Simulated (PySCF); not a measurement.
C₃H₅BN₂O. Atoms are numbered in the order given.

```xyz
12

N      0.0091     2.3748     0.0000
B      0.0856     0.9710     0.0000
C      1.3340     0.0785     0.0000
C      1.1125    -1.2665     0.0000
N     -0.1493    -1.8499     0.0000
C     -1.1676    -1.0657     0.0000
O     -1.1490     0.2714     0.0000
H     -0.8722     2.8756     0.0000
H      0.8277     2.9699     0.0000
H      2.3668     0.4396     0.0000
H      1.9343    -1.9918     0.0000
H     -2.1850    -1.4716     0.0000
```
Charge 0, spin multiplicity 1.

The structure is a stationary point at TPSSh-D3(BJ)/def2-SVP. This is a generated structure with no PubChem entry under its InChIKey; it may be hypothetical. The values are those of a single conformer.

Level of theory: PBE/pcSseg-1 run with PySCF.

GIAO shieldings, no solvent; atoms listed in one row are averaged. δ = σ(ref) − σ: ¹⁵N against NH3 (σ = 267.0 ppm); ¹¹B against BF3 (σ = 83.9 ppm); ¹³C against TMS (σ = 182.0 ppm); ¹⁷O against H2O (σ = 334.3 ppm); ¹H against TMS (σ = 31.49 ppm), references at their B3LYP-D3(BJ)/def2-TZVP geometries, non-relativistic.

| nucleus | atoms | count | δ (ppm) |
|---|---|---|---|
| ¹⁵N | N5 | 1 | 285.4 |
| ¹⁵N | N1 | 1 | 75.2 |
| ¹¹B | B2 | 1 | 13.5 |
| ¹³C | C4 | 1 | 162.6 |
| ¹³C | C6 | 1 | 157.1 |
| ¹³C | C3 | 1 | 122.3 |
| ¹⁷O | O7 | 1 | 267.9 |
| ¹H | H11 | 1 | 7.97 |
| ¹H | H12 | 1 | 7.73 |
| ¹H | H10 | 1 | 6.20 |
| ¹H | H8 | 1 | 3.06 |
| ¹H | H9 | 1 | 2.81 |
